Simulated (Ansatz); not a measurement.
Level of theory: B3LYP-D3(BJ)/def2-TZVP // PBE0-D3(BJ)/def2-SVP (Ansatz, a program for electronic structure). Isolated molecules, 0 K electronic values unless said otherwise. One relaxed conformer stands for a flexible species; it need not be the lowest. B3LYP has the VWN-RPA correlation part, as in Gaussian.  In the def2 sets, heavy atoms carry core potentials.

Reference species (SMILES): `CCC[CH2][Sn]([OH])([OH])[OH]` (neutral, multiplicity 1).

| Quantity | Value |
|---|---|
| vertical ionisation energy (Delta-SCF) | 9.67 eV |
| LUMO | -1.20 eV |
| HOMO–LUMO gap | 6.61 eV |

After one change: the vertical ionisation energy (Delta-SCF) falls by 0.38 eV; the LUMO falls by 0.15 eV; the HOMO–LUMO gap falls by 0.56 eV.

Q: Name the change that produced these shifts. The new species is one of these.
A) `C=CC[CH2][Sn]([OH])([OH])[OH]`
B) `C=C[CH2][Sn]([OH])([OH])[OH]`
C) `[OH][Sn]([OH])([OH])[C](F)(F)F`
D) `[CH3][Sn]([OH])([OH])[OH]`

A: A, `C=CC[CH2][Sn]([OH])([OH])[OH]`
